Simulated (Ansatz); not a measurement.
Saddle point of SiH5OF3, closed shell (SiH₂F₂ ([F][SiH2][F]) + H₂O + HF → SiH₂OF₂ ([OH][SiH]([F])[F]) + HF + H₂; bonds formed: Si1–O7, H2–H8, H6–F9; bonds broken: Si1–H2, H6–O7, H8–F9), PBE0-D4/def2-TZVP structure:

```csv
atom,x (Å),y (Å),z (Å)
Si1,-0.6272,0.4203,-0.6158
H2,-0.9769,-0.7931,0.5104
F3,-0.0398,1.5346,-1.6443
F4,-1.3811,1.4193,0.3678
H5,-1.3614,-0.3987,-1.5923
H6,1.1583,-0.5357,0.7343
O7,1.0453,0.0154,-0.1914
H8,-0.2666,-1.0625,1.1896
F9,0.7211,-1.2301,1.7199
H10,1.7284,0.6304,-0.4780
```

Energies are electronic, without zero-point energy. Barriers and step energies count from the start structure reached by relaxing down the imaginary mode; all methods use the PBE0-D4 structures, on which another method's saddle can fall below an end. Computed with Ansatz 0.2.0 (basis: def2-TZVPP, with def2-QZVPP for the basis limit); correlated methods freeze the cores. B3LYP uses VWN-RPA correlation. Extrapolation: Hartree–Fock as exp(−7.88 √X), correlation as X^−2.97.

```csv
method,barrier (kcal/mol),step energy (kcal/mol)
SPW92,0.12,-19.06
PBE-D4,13.40,-20.69
BLYP-D4,17.83,-22.82
r2SCAN-D4,13.79,-23.16
B97M-V,18.56,-22.24
PBE0-D4,?,-21.40
B3LYP-D4,19.80,-23.11
r2SCAN0-D4,16.90,-23.23
BHLYP-D4,23.98,-23.63
CAM-B3LYP-D4,18.64,-23.16
wB97X-V,20.51,-22.27
wB97M-V,20.62,-22.01
B2PLYP,21.29,-23.52
PBE-QIDH,?,-22.77
RPA on PBE,23.31,-22.51
HF,?,-25.44
MP2,21.50,-24.19
CCSD,25.44,-23.11
CCSD(T),22.92,-23.04
```

(1) Fill in the withheld barriers. (To be estimated.)

T1 diagnostic: at most 0.012.

Results:

(1) By the calculation: PBE-QIDH 19.75; HF 38.13; PBE0-D4 16.91 kcal/mol. Each is the energy of the saddle less that of the start structure, by the same method.

For comparison, the barrier by CCSD(T) at an estimated basis limit (MP2 extrapolated from triple and quadruple zeta, plus CCSD(T) − MP2 in triple zeta) is 22.72 kcal/mol.

Labels in which every atom is bracketed show which atoms are joined, not bond orders.

For scale, one of the runs: CCSD(T)/def2-TZVPP, 236 basis functions, launched by `ansatz run in.yaml --threads 8 --pin off --events-out ev --progress --plain --max-ram 19148MiB`. The run took 22 s on 8 CPU threads of an Intel Xeon 6975P-C (shared host), with 5.3 GiB of host memory at its peak.
